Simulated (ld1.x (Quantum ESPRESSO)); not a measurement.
# Reading a pseudo-wave (Ti (Z = 22))

Columns: radius, all-electron u(r) and pseudo u(r) of the 4s shell (level -4.60 eV) of titanium in the configuration [Ne] 3s2 3p6 3d2 4s2 4p0; LDA (PZ), scalar-relativistic, TM semilocal scheme, ld1.x (Quantum ESPRESSO) 7.5.

```json
{"r (bohr)": "0.138", "all-electron": "-0.0950", "pseudo": "-0.0129"}
{"r (bohr)": "0.275", "all-electron": "-0.1352", "pseudo": "-0.0263"}
{"r (bohr)": "0.413", "all-electron": "0.0301", "pseudo": "-0.0410"}
{"r (bohr)": "0.550", "all-electron": "0.1849", "pseudo": "-0.0575"}
{"r (bohr)": "0.688", "all-electron": "0.2596", "pseudo": "-0.0767"}
{"r (bohr)": "0.825", "all-electron": "0.2557", "pseudo": "-0.0991"}
{"r (bohr)": "0.963", "all-electron": "0.1968", "pseudo": "-0.1258"}
{"r (bohr)": "1.100", "all-electron": "0.1077", "pseudo": "-0.1571"}
{"r (bohr)": "1.238", "all-electron": "0.0053", "pseudo": "-0.1938"}
{"r (bohr)": "1.375", "all-electron": "-0.0972", "pseudo": "-0.2353"}
{"r (bohr)": "1.513", "all-electron": "-0.1943", "pseudo": "-0.2817"}
{"r (bohr)": "1.650", "all-electron": "-0.2807", "pseudo": "-0.3307"}
{"r (bohr)": "1.788", "all-electron": "-0.3560", "pseudo": "-0.3811"}
{"r (bohr)": "1.925", "all-electron": "-0.4188", "pseudo": "-0.4295"}
{"r (bohr)": "2.062", "all-electron": "-0.4701", "pseudo": "-0.4737"}
{"r (bohr)": "2.200", "all-electron": "-0.5109", "pseudo": "-0.5117"}
{"r (bohr)": "2.338", "all-electron": "-0.5419", "pseudo": "-0.5420"}
{"r (bohr)": "2.475", "all-electron": "-0.5640", "pseudo": "-0.5640"}
{"r (bohr)": "2.613", "all-electron": "-0.5787", "pseudo": "-0.5787"}
{"r (bohr)": "2.750", "all-electron": "-0.5866", "pseudo": "-0.5866"}
{"r (bohr)": "2.888", "all-electron": "-0.5890", "pseudo": "-0.5890"}
{"r (bohr)": "3.025", "all-electron": "-0.5864", "pseudo": "-0.5864"}
{"r (bohr)": "3.162", "all-electron": "-0.5799", "pseudo": "-0.5799"}
{"r (bohr)": "3.300", "all-electron": "-0.5699", "pseudo": "-0.5699"}
{"r (bohr)": "3.438", "all-electron": "-0.5572", "pseudo": "-0.5572"}
{"r (bohr)": "3.575", "all-electron": "-0.5423", "pseudo": "-0.5423"}
```

Q: How many radial nodes do the two functions have?

A: The all-electron 4s function has n − l − 1 = 3 (the table is too coarse to show those close to the nucleus); the pseudo-wave has 0, since the states of the same l below it are removed with the core.

Q: At about which radius was the pseudo-wave matched?

A: 2.75 bohr. The columns agree to 0.0005 from 2.34 bohr on; several derivatives are matched, so the curves merge somewhat inside the radius.

Q: Is the pseudo-wave norm-conserving?

A: Yes: the TM semilocal scheme keeps the norm inside the radius equal to the all-electron one, which fixes the energy derivative of the logarithmic derivative at the level.
